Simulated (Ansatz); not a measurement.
Total energies of C2H4BClO2, SMILES `CC(=O)OBCl`.

Z-matrix (Å, degrees):
```
C
C 1 1.491
H 1 1.092 2 109.3
H 1 1.087 2 109.9 3 -121.3
H 1 1.092 2 109.7 3 117.1
O 2 1.190 1 126.8 3 120.3
O 2 1.380 1 110.6 3 -57.9
B 7 1.361 2 122.1 1 -158.6
Cl 8 1.745 7 116.7 2 -172.6
H 8 1.186 7 123.0 2 9.5
```

The species carries charge 0 and has multiplicity 1. All single points use the PBE0-D4/def2-TZVP geometry. It is one conformer, not always the lowest. Basis def2-TZVPP, Ansatz 0.2.0.

RPA on PBE orbitals: Hartree–Fock energy of these orbitals -712.12740 Eh, correlation -1.70003 Eh (frozen core).

| functional | energy without D4 (Eh) | D4 term (kJ/mol) |
| --- | --- | --- |
| LDA (SPW92) | -710.77183 | – |
| PBE | -713.84215 | -19.1 |
| BLYP | -714.26071 | -42.6 |
| B97M-V | -714.18155 | – |
| PBE0 | -713.88984 | -16.1 |
| B3LYP | -714.35342 | -30.6 |
| r2SCANh | -714.15034 | -5.2 |
| r2SCAN0 | -714.12847 | -5.7 |
| BHLYP | -714.19880 | -21.8 |
| CAM-B3LYP | -714.24057 | -16.2 |
| LC-ωPBE | -714.04064 | – |
| ωB97M-V | -714.22347 | – |
| B2PLYP | -714.01279 | – |
| PBE-QIDH | -713.76941 | – |

Q: Give the same for revPBE, r2SCAN, HSE06 (plane-wave form), ωB97X-V. (Best estimate.)

A: Computed: 
```csv
functional,energy without D4 (Eh),D4 term (kJ/mol)
revPBE,-714.16672,-63.4
r2SCAN,-714.16587,-4.9
HSE06 (plane-wave form),-713.86936,-14.9
ωB97X-V,-714.18491,–
```

B3LYP takes the VWN-RPA correlation (the form of Gaussian; ORCA's B3LYP/G). HSE06 is the plane-wave form, built on full-range PBE exchange. The double hybrids freeze the cores in their second-order part.

LC-ωPBE has ω = 0.4 bohr⁻¹.
